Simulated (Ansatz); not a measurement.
Frontier orbitals of `N[SiH2][SnH3]`.

Cartesian coordinates in Å:
```
N 1.092 -0.771 1.307
Si 0.896 0.420 0.077
Sn -1.411 0.091 -0.990
H 0.371 -0.900 1.999
H 2.004 -0.926 1.708
H 1.971 0.207 -0.927
H 1.009 1.842 0.527
H -2.611 -0.060 0.223
H -1.475 -1.321 -1.949
H -1.846 1.418 -1.976
```

The species carries charge 0 and has multiplicity 1. Correlated methods include outer-core shells of Sn, which these sets cover unevenly. Sn takes the def2 core potential. All single points use the PBE0-D4/def2-TZVP geometry. It is one conformer, not always the lowest. Basis def2-TZVPP, the Gaussian-basis code of Ansatz.

```tsv
functional	HOMO (eV)	LUMO (eV)
BLYP	-5.90	-0.94
```

Problem. Give HOMO and LUMO (eV) with LDA (SPW92), PBE, revPBE, r2SCAN, B97M-V, PBE0, B3LYP, r2SCANh, r2SCAN0, HSE06 (plane-wave form), BHLYP, CAM-B3LYP, LC-ωPBE, ωB97X-V, ωB97M-V, HF. (Estimate.)

Solution. The calculation gave: 
```csv
functional,HOMO,LUMO
LDA (SPW92),-6.11,-1.22
PBE,-6.01,-1.04
revPBE,-5.97,-0.95
r2SCAN,-6.30,-0.70
B97M-V,-6.42,-0.97
PBE0,-7.27,-0.26
B3LYP,-7.08,-0.48
r2SCANh,-6.77,-0.44
r2SCAN0,-7.46,-0.05
HSE06 (plane-wave form),-6.88,-0.63
BHLYP,-8.38,0.50
CAM-B3LYP,-8.59,0.66
LC-ωPBE,-9.88,1.79
ωB97X-V,-9.57,1.63
ωB97M-V,-9.41,1.29
HF,-9.98,2.45
```

B3LYP here is the variant with VWN-RPA as its local correlation; programs differ in this. LC-ωPBE has ω = 0.4 bohr⁻¹. Positive LUMOs are unbound and depend on the basis.
